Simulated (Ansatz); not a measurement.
Results of the Gaussian-basis code of Ansatz.

`N/C(F)=[CH]/[GeH3]` at its PBE0-D4/def2-TZVP geometry, where that method's forces vanish. Total charge 0; spin multiplicity 1.

```csv
atom,x (Å),y (Å),z (Å)
N1,-1.201,0.501,-1.859
C2,-0.399,0.457,-0.750
F3,0.239,1.629,-0.610
C4,-0.159,-0.544,0.093
Ge5,1.152,-0.441,1.498
H6,-1.860,-0.255,-1.940
H7,-1.588,1.407,-2.069
H8,-0.722,-1.458,-0.049
H9,1.309,-1.848,2.099
H10,0.714,0.520,2.620
H11,2.515,0.033,0.967
```

**Question.** For each bond, give half the difference of the two atoms' forces along it (eV/Å; positive pushes the atoms apart) under PBE-D4, r2SCAN-D4, B3LYP-D4, ωB97M-V in def2-TZVPP. (Estimate.)

**Answer.** The calculation gave: 
```
   bond  length (Å)  PBE-D4  r2SCAN-D4  B3LYP-D4  ωB97M-V
  N1–C2       1.368   -0.01       0.01      0.14     0.26
  N1–H6       1.006    0.17       0.00     -0.05    -0.08
  N1–H7       1.008    0.19      -0.02     -0.04    -0.09
  C2–F3       1.341    0.54       0.31      0.39     0.25
  C2–C4       1.331    0.23       0.10     -0.16    -0.23
 C4–Ge5       1.924   -0.11      -0.07      0.17     0.13
  C4–H8       1.083    0.01      -0.06     -0.12    -0.06
 Ge5–H9       1.538    0.05      -0.05     -0.04    -0.07
Ge5–H10       1.540    0.08      -0.03     -0.03    -0.10
Ge5–H11       1.538    0.08      -0.04     -0.03    -0.09
```

B3LYP here is the variant with VWN-RPA as its local correlation; programs differ in this.
